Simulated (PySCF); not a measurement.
From one molecule to another.

First species: C₆H₉FSSi.
InChI=1S/C6H9FSSi/c7-5-3-6(1-2-9)8-4-5/h3-4H,1-2H2,9H3

Second species: C7H8S.
SMILES: `CSc1ccccc1`

Levels: PBE0/pcSseg-1 for dipole moment, HOMO energy, LUMO energy and HOMO–LUMO gap; GFN2-xTB for rotational constant A and rotational constant C. Geometries: GFN2-xTB. Each species is one conformer at its optimised geometry, gas phase, non-relativistic unless stated; the electronic structure was computed with PySCF and density fitting.

The conformers computed, where there is a choice (atom-mapped SMILES and torsion angles):
- `[F:1][c:2]1[cH:3][s:4][c:5]([CH2:6][CH2:7][SiH3:8])[cH:9]1`: S4–C5–C6–C7 105°, C5–C6–C7–Si8 -59°
- `[CH3:1][S:2][c:3]1[cH:4][cH:5][cH:6][cH:7][cH:8]1`: C1–S2–C3–C4 1°

Values for the first species:

* Dipole moment: 1.69 D
* HOMO energy: -6.80 eV
* LUMO energy: -0.59 eV
* HOMO–LUMO gap: 6.21 eV
* Rotational constant A: 2.001 GHz
* Rotational constant C: 0.650 GHz

(1) Estimate the same properties for the second species, and the change in each.

## Answers

(1) 
```tsv
property	first	second	second less first
dipole moment	1.69 D	1.42 D	-0.27 D
HOMO energy	-6.80 eV	-6.08 eV	+0.72 eV
LUMO energy	-0.59 eV	-0.26 eV	+0.33 eV
HOMO–LUMO gap	6.21 eV	5.82 eV	-0.39 eV
rotational constant A	2.001 GHz	4.278 GHz	+2.277 GHz
rotational constant C	0.650 GHz	0.927 GHz	+0.277 GHz
```

On the first: In atomic units the dipole is 0.66 e·bohr (1 au = 2.5417 D).

On the second: The dipole matches unit charges of opposite sign 0.30 Å apart (1 e·Å = 4.8032 D). A dipole of 1.42 D is allowed in Cs, and pure rotational transitions are dipole-allowed.
